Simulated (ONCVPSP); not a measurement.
## PBEsol ONCV dataset for Hf (Z = 72), fully relativistic all-electron reference.

ONCVPSP 4.0.1 input, shortened (lines: element, Z, core and valence counts, functional; n l f; lmax; l rc ep ncon nbas qcut; lloc lpopt rc5 dvloc0; l nproj debl; icmod fcfact rcfact), PBEsol, fully relativistic:

```
  Hf 72.00    9    5  -116133      upf
    1    0    2.00
    2    0    2.00
    2    1    6.00
    3    0    2.00
    3    1    6.00
    3    2   10.00
    4    0    2.00
    4    1    6.00
    4    2   10.00
    4    3   14.00
    5    0    2.00
    5    1    6.00
    5    2    3.00
    6    0    1.00
    3
    0    1.65    0.00    4    7    6.90
    1    1.80    0.00    4    8    8.10
    2    2.80    0.00    4    9    6.20
    3    1.10    0.00    4    8   18.10
    4    1    0.95    4.00
    0    2    1.60
    1    1    0.50
    2    2    2.60
    3    1    2.30
    3    5.50    1.65
```

Open shells are filled in proportion to 2j + 1.

What the tests gave:

```json
{"Cutoffs needed": "127 Ha and 139 Ha (the cutoffs (Ha) at which the residual kinetic energy of the hardest occupied pseudo-wave falls to 1 and 0.1 mHa per electron)", "Ghost test": "ghosts flagged at negative energy: d5/2 at -59.3 eV; GHOST(+) flagged for s at 109.1 eV, d3/2 at 152.3 eV; a true bound ghost makes a file unfit for plane-wave use", "Largest excitation error": "+75 meV (all-electron minus pseudo) for 4f14 5s2 5p6 5d1 6s2 6p1, out of 4 test configurations", "rms error of d²Exc/dni dnj": "6.05 mHa without and 2.27 mHa with the model core"}
```

Generation and tests took about 11 s on one core of a shared server CPU.
